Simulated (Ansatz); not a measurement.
Input for Ansatz (a quantum-chemistry and plane-wave program): R-wB97X-V/def2-TZVPPD on C3H4O2 (a complex), monomers drawn apart or pushed together. Files ending in .json are basis or fitting sets from the Basis Set Exchange.

Ansatz 0.2 input:
```yaml
crystal:
  periodic: [false, false, false]
  atoms:
    - {symbol: C, position_ang: [-0.59843565, -0.09265139, -0.06241815]}
    - {symbol: C, position_ang: [0.72115646, 0.00542229, 0.00956969]}
    - {symbol: H, position_ang: [-1.22991201, 0.78381028, -0.14477628]}
    - {symbol: H, position_ang: [-1.09910985, -1.05316677, -0.04231906]}
    - {symbol: H, position_ang: [1.35262203, -0.87117569, 0.09082696]}
    - {symbol: H, position_ang: [1.22190329, 0.96588439, -0.01056249]}
    - {symbol: O, position_ang: [-0.07496153, -1.08417038, 2.96827868]}
    - {symbol: C, position_ang: [-0.10383258, 0.07385556, 2.91311590]}
    - {symbol: O, position_ang: [-0.13390238, 1.23261442, 2.87858367]}
basis:
  gaussian:
    orbitals: def2-TZVPPD.json
hamiltonian:
  xc: {name: wB97X-V}
scf: {lower_state_search: off}
```

Question: Give the final energy of this run.

Answer: -267.1970 hartree.

Question: How many basis functions does it have, and what does it roughly cost on one machine?

Answer: 259 functions; about 13 core-seconds (a rough figure).
